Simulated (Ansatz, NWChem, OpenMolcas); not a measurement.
# A small benchmark: atomisation enthalpy at 298 K

9 molecules with halogens; the atomisation enthalpy at 298 K in kJ/mol, computed less measured. Shapes, held fixed at every level: PBE0-D4/def2-TZVP. Flexible molecules stand in one conformer, not always the lowest. Thermal terms are harmonic and unscaled (PBE0-D4/def2-TZVP); the spin-orbit lowering of the free atoms is taken from their spectra. Programs: Ansatz 0.2.0, NWChem 7.3.0, OpenMolcas 26.06. A level may come from different programs for different species; with the same settings they agree closely. Measured values: Active Thermochemical Tables, NIST-JANAF tables.

Levels: A = HF/3-21G; B = M06-L/6-311+G**; C = BHLYP/6-311+G**; D = M06-2X/6-311+G**; E = MP2/def2-SVP.

| molecule | from tabulated heats | A | B | C | D | E |
| --- | --- | --- | --- | --- | --- | --- |
| BCl2F (dichlorofluoroborane) | 1537 | -539 | +8 | -117 | -17 | +12 |
| BCl3 (boron trichloride) | 1337 | -538 | +43 | -96 | -4 | +5 |
| S2F2 (Difluorodisulfane) | 1049 | -1081 | -111 | -292 | -154 | -211 |
| PF3 (SMILES FP(F)F) | 1513 | -908 | -151 | -260 | -130 | -157 |
| CHClF2 (difluorochloromethane) | 1698 | -784 | -29 | -157 | -29 | -44 |
| SiH2Cl2 (dichlorosilane (DCS)) | 1449 | -643 | -7 | -108 | -53 | -119 |
| SF4 (sulfur tetrafluoride) | 1358 | -1289 | -183 | -395 | -208 | -193 |
| SiF4 (silicon tetrafluoride) | 2382 | -973 | -185 | -317 | -163 | -128 |
| C2H4F2 (1,1-difluoroethane) | 2965 | -976 | -43 | -152 | -28 | -83 |

**Question.** Sum up the errors.

**Answer.** 
```
           level                 kind  mean error  mean absolute error  worst case
        HF/3-21G         Hartree–Fock      -859.0                859.0         SF4
 M06-L/6-311+G**             meta-GGA       -73.1                 84.4        SiF4
 BHLYP/6-311+G**        global hybrid      -210.4                210.4         SF4
M06-2X/6-311+G**        global hybrid       -87.3                 87.3         SF4
    MP2/def2-SVP  perturbation theory      -102.0                105.8        S2F2
```

On this set M06-L/6-311+G** has the smallest mean absolute error and HF/3-21G the largest. HF/3-21G is too low in 9 of 9; M06-L/6-311+G** is too low in 7 of 9; BHLYP/6-311+G** is too low in 9 of 9; M06-2X/6-311+G** is too low in 9 of 9; MP2/def2-SVP is too low in 7 of 9. The heats of PF3, SiH2Cl2 come from older tables and can be uncertain by 10 kJ/mol or more. The tabulated values of BCl2F, BCl3, S2F2, SF4, SiF4 are in doubt (older tables, estimates, or at odds with other calculations) and kept here. Over the 4 molecules whose values aren't doubted the mean absolute errors are A 827.8; B 57.5; C 169.2; D 60.0; E 100.8. The smallest two are near a tie. Where a negative error exceeds the measured value, the molecule comes out unbound. Hartree–Fock lacks correlation and underbinds. Rows in very small basis sets show the basis more than the method. Correlated wave functions converge slowly with the basis. The set is small.
